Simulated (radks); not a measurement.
Spherical quantum dot in the effective-mass picture: electrons in a hard-walled sphere of radius 7.35, all in effective atomic units (hartree* = m*/eps^2 hartree, bohr* = eps/m* bohr), one dielectric constant everywhere. Method: non-relativistic Kohn-Sham, LDA (Slater exchange, Perdew-Wang correlation), spin-polarised, spherical densities; computed with a radial shooting solver with Libxc functionals. Levels are named by radial order and angular momentum (1s, 1p, 1d, 2s, ...), and open shells are averaged over m.

N = 3, configuration 1s2 1p(up 1, down 0). This is the lowest configuration that the search found. Occupied and some empty levels:

| level | occupation | eigenvalue (hartree*) | <r> (bohr*) |
|---|---|---|---|
| 1s up | 1 | 0.54099 | 4.271 |
| 1s down | 1 | 0.55747 | 4.254 |
| 1p up | 1 | 0.61000 | 4.666 |
| 1p down | 0 | 0.62723 | 4.667 |
| 1d up | 0 | 0.71379 | 4.949 |
| 1d down | 0 | 0.73101 | 4.955 |
| 2s up | 0 | 0.83805 | 3.477 |
| 1f up | 0 | 0.84683 | 5.165 |
| 2s down | 0 | 0.84872 | 3.476 |
| 1f down | 0 | 0.86373 | 5.173 |

Energy (hartree*): total 0.912868, kinetic 0.40481, external 0, Hartree 0.91941, exchange-correlation -0.41135.
